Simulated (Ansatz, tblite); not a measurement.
Removing and adding an electron: `CCC(Cl)CC(Cl)CC(Cl)CC(Cl)CC(C)Cl`. Charge 0, multiplicity 1. Geometry: r2SCAN-D4/def2-SVP. Ansatz, gas phase; energy differences of separate SCF runs; the oxidised species was run as a doublet alone; the reduced species was run as a doublet alone.

```xyz
38

C     3.196   -3.387    1.445
C     3.377   -1.899    1.175
C     2.896   -0.990    2.297
Cl    3.773   -1.381    3.850
C     3.097    0.503    2.036
C     2.459    0.995    0.740
Cl    2.845    2.767    0.556
C     0.951    0.807    0.672
C     0.330    1.153   -0.671
Cl    1.001    0.019   -1.940
C    -1.186    1.052   -0.656
C    -1.879    1.413   -1.960
Cl   -1.421    3.106   -2.456
C    -3.401    1.350   -1.899
C    -3.988    0.024   -1.435
C    -5.500   -0.010   -1.536
Cl   -3.291   -1.347   -2.422
H     3.509   -3.982    0.574
H     3.791   -3.706    2.313
H     2.141   -3.627    1.653
H     2.808   -1.623    0.268
H     4.436   -1.667    0.963
H     1.841   -1.209    2.531
H     4.178    0.711    1.995
H     2.693    1.078    2.885
H     2.931    0.524   -0.134
H     0.709   -0.245    0.908
H     0.478    1.434    1.450
H     0.645    2.156   -0.994
H    -1.560    1.709    0.151
H    -1.465    0.013   -0.405
H    -1.503    0.767   -2.766
H    -3.765    2.133   -1.209
H    -3.801    1.596   -2.897
H    -3.674   -0.199   -0.403
H    -5.823    0.150   -2.576
H    -5.932    0.788   -0.911
H    -5.896   -0.976   -1.193
```

The xTB rows come from tblite. HSE06 is defined as in plane-wave codes, on full-range PBE exchange. Single mean-field runs in def2-TZVP are fitted with def2-universal-jkfit. HOMO above LUMO, or a gap near zero within one spin, warns that the state may not be the lowest or that an electron is smeared out.

```csv
level,−HOMO (eV),vertical IE (eV),−LUMO (eV),vertical EA (eV),HOMO–LUMO gap (eV),IE − EA (eV),remarks
GFN1-xTB,12.38,13.98,6.21,4.44,6.17,9.54,–
GFN2-xTB,11.24,12.93,5.13,3.54,6.11,9.39,–
PBE-D4/def2-TZVP,6.88,8.73,1.03,-0.70,5.85,9.43,"HOMO above zero (-1 doublet), gap within one spin near zero (+1 doublet), gap within one spin near zero (-1 doublet)"
PBE0-D4/def2-TZVP,8.26,9.59,-0.05,-1.27,8.32,10.86,HOMO above zero (-1 doublet)
HSE06-D4/def2-TZVP,7.86,9.48,0.33,-1.19,7.53,10.67,"HOMO above zero (-1 doublet), gap within one spin near zero (+1 doublet), gap within one spin near zero (-1 doublet)"
```

   A HOMO above zero means that the electron is unbound at that level or that self-interaction error raises the level; the energy of removing that electron tells which. Raw xTB energy differences between charge states are shifted by several eV; the methods need an empirical correction for them. Sets without diffuse functions give affinities that are too small. A negative affinity means that the extra electron isn't bound; its size then hangs on the basis.
